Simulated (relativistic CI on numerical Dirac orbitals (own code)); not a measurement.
# What each ingredient does to the levels of Re⁷⁴⁺

Base calculation: Dirac-Coulomb-Breit CI, KLI orbitals optimised for each configuration, QED by a radiative potential.

Configuration list: 1s, 2s, 2p, 3s, 3p, 3d, 4s, 4p, 4d, 4f, 5s, 5p, 5d, 5f, 5g, 6s, 6p, 6d. Levels of other configurations are missing.

Variants: (1) QED terms removed; (2) non-relativistic limit. Shifts of the energy above 1s ²S1/2, in eV, for the lowest level and the first level of each name with at least 55 % of one term (blank where a level changes its place among those of its configuration and J or its character, or is not in the variant):

| Level | Base | Δ(1) | Δ(2) |
| --- | --- | --- | --- |
| 1s ²S1/2 | 0.0 | 0.0 | 0.0 |
| 2p ²P°1/2 | 61891.5 | +127.6 | -4498.5 |
| 2s ²S1/2 | 61917.2 | +106.9 | -4523.4 |
| 2p ²P°3/2 | 63661.7 | +126.1 | -6268.7 |
| 3p ²P°1/2 | 73911.8 | +129.6 | -5889.3 |
| 3s ²S1/2 | 73919.4 | +123.5 | -5896.7 |
| 3d ²D3/2 | 74437.9 | +130.4 | -6415.4 |
| 3p ²P°3/2 | 74439.1 | +129.1 | -6416.7 |
| 3d ²D5/2 | 74587.4 | +130.0 | -6565.0 |
| 4p ²P°1/2 | 78042.6 | +130.0 | -6299.8 |
| 4s ²S1/2 | 78045.7 | +127.5 | -6302.9 |
| 4d ²D3/2 | 78262.9 | +130.3 | -6520.1 |
| 4p ²P°3/2 | 78263.4 | +129.8 | -6520.6 |
| 4f ²F°5/2 | 78326.2 | +130.4 | -6583.5 |
| 4d ²D5/2 | 78326.4 | +130.2 | -6583.6 |
| 4f ²F°7/2 | 78356.8 | +130.3 | -6614.1 |
| 5p ²P°1/2 | 79922.7 | +130.2 | -6458.0 |
| 5s ²S1/2 | 79924.3 | +128.9 | -6459.6 |
| 5d ²D3/2 | 80034.7 | +130.3 | -6570.0 |
| 5p ²P°3/2 | 80034.9 | +130.1 | -6570.2 |
| 5f ²F°5/2 | 80067.1 | +130.4 | -6602.4 |
| 5d ²D5/2 | 80067.2 | +130.3 | -6602.5 |
